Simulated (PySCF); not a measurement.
Ga(H)2(iPr) (C3H9Ga), SMILES C[CH]([GaH2])C.

Coordinates come from a B3LYP-D3(BJ)/def2-SVP optimisation. The structure was generated by enumeration; whether it is a known compound was not checked.

Method: TDA-PBE/def2-SVPD (PySCF 2.14.0).

Vertical excitations.  State labels are in the subgroup Cs.

```csv
state,symmetry,energy (eV),λ (nm),f,main pairs
S1,A',3.88,320,0.001,HOMO→LUMO 100 %
S2,A",4.86,255,0.000,HOMO−1→LUMO 100 %
S3,A',5.88,211,0.005,HOMO−2→LUMO 97 %
S4,A",5.93,209,0.000,HOMO−3→LUMO 100 %
S5,A',5.93,209,0.004,HOMO→LUMO+1 93 %
S6,A',6.64,187,0.220,HOMO→LUMO+2 83 %
S7,A",6.85,181,0.038,HOMO−1→LUMO+1 97 %
S8,A',6.89,180,0.039,HOMO→LUMO+3 96 %
S9,A",6.91,179,0.000,HOMO−4→LUMO 98 %
S10,A",6.97,178,0.000,HOMO→LUMO+4 95 %
T1,A',3.56,348,0,HOMO→LUMO 100 %
T2,A",4.41,281,0,HOMO−1→LUMO 100 %
T3,A',5.71,217,0,"HOMO→LUMO+1 49 %, HOMO−2→LUMO 33 %, HOMO→LUMO+2 16 %"
T4,A',5.75,216,0,"HOMO−2→LUMO 66 %, HOMO→LUMO+1 27 %"
```
Triplets are in the Tamm–Dancoff approximation.
